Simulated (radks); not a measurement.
Ag II, 46 electrons, occupied as [Kr] 4d10. Method: Dirac Kohn-Sham, Slater X-alpha with alpha = 0.723, spin-unpolarised, spherical densities, finite nucleus; Fermi nuclear charge, rms radius 4.5454 fm; computed with a radial shooting solver on a logarithmic mesh with Libxc functionals.

X-ray form factor f0, the Fourier transform of the density (f0(0) = 46):

sin(theta)/lambda (1/angstrom),f0 (electrons)
0.05,45.369
0.1,43.620
0.15,41.104
0.2,38.220
0.25,35.286
0.3,32.508
0.4,27.785
0.5,24.244
0.6,21.650
0.8,18.074
1,15.313
1.25,12.242
1.5,9.714
2,6.675
